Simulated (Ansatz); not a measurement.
Consider the ligand exchange at the Si–S bond: `C=C(N)S[SiH3]` + `N=CO` → `O/C=N/[SiH3]` + `C=C(N)S`.

Calculated with Ansatz (gas phase, PBE0-D4/def2-TZVP geometries, no zero-point term in ΔE). CBS: MP2 limit from def2 TZ/QZ plus the TZ coupled-cluster correction, frozen cores. This one scheme is used for every species. DFT in def2-TZVPP. HSE06 is defined as in plane-wave codes. One conformer a species, not always the lowest.

`C=C(N)S[SiH3]`:

Z-matrix (Å, degrees):
```
Si
S 1 2.145
H 1 1.483 2 110.7
H 1 1.485 2 113.1 3 -123.9
H 1 1.485 2 103.7 3 118.6
C 2 1.773 1 99.1 3 50.1
N 6 1.388 2 114.1 1 45.0
C 6 1.333 2 120.4 1 -133.0
H 7 1.009 6 114.4 2 44.0
H 7 1.010 6 114.2 2 175.4
H 8 1.080 6 120.9 2 6.6
H 8 1.084 6 120.7 2 -174.2
```

`N=CO`:

Cartesian coordinates in Å:
```
N 0.593 -0.358 -0.772
C -0.023 -0.097 0.293
O -0.914 0.896 0.375
H 1.227 -1.140 -0.650
H 0.068 -0.609 1.254
H -0.950 1.308 -0.500
```

`O/C=N/[SiH3]`:

Z-matrix (Å, degrees):
```
Si
N 1 1.727
H 1 1.484 2 109.0
H 1 1.484 2 109.0 3 118.7
H 1 1.494 2 112.0 3 -120.6
C 2 1.255 1 124.9 3 120.6
O 6 1.335 2 123.3 1 -180.0
H 6 1.096 2 126.9 1 -0.0
H 7 0.969 6 106.6 2 -0.0
```

`C=C(N)S`:

```xyz
9

C     0.626    0.789    0.641
C    -0.055   -0.013   -0.180
N     0.302   -1.307   -0.517
S    -1.489    0.486   -1.090
H     1.464    0.403    1.211
H     0.387    1.837    0.738
H    -0.460   -1.966   -0.557
H     1.105   -1.661   -0.021
H    -1.879    1.432   -0.225
```

| level | ΔE (kcal/mol) |
| --- | --- |
| B97M-V | 3.0 |
| HSE06-D4 | 4.5 |
| revPBE | 3.6 |
| HF/def2-SVP | 1.3 |
| HF/def2-TZVPP | 0.0 |
| SCS-MP2/def2-TZVPP | 2.5 |
| HF/CBS(def2) | -0.3 |
| MP2/CBS(def2) | 3.7 |

Q: What does CCSD(T)/CBS give? (Best estimate.)

A: Ansatz gave: +3.7 kcal/mol. The listed levels differ from it by -0.7, 0.8, -0.1, -2.4, -3.7, -1.2, -4.0, 0.0 kcal/mol.

Largest T1 diagnostic among the species: 0.014.

In def2-TZVPP, CCSD(T) changes the Hartree–Fock value by +3.2 kcal/mol (the triples alone add +0.5 kcal/mol) and MP2 by +3.3 kcal/mol. The D4 term adds +1.5 kcal/mol with B3LYP and +0.8 kcal/mol with PBE0; it sums over pairs of atoms, weighted by their polarisabilities, and B3LYP, whose exchange is more repulsive, gets the larger term. Leaving LDA and LC-ωPBE aside and taking each functional with its dispersion term where it has one, the values, not all of them listed here, spread over 3.4 kcal/mol, from CAM-B3LYP-D4 to revPBE-D4.

B3LYP here is the variant with VWN-RPA as its local correlation; programs differ in this.
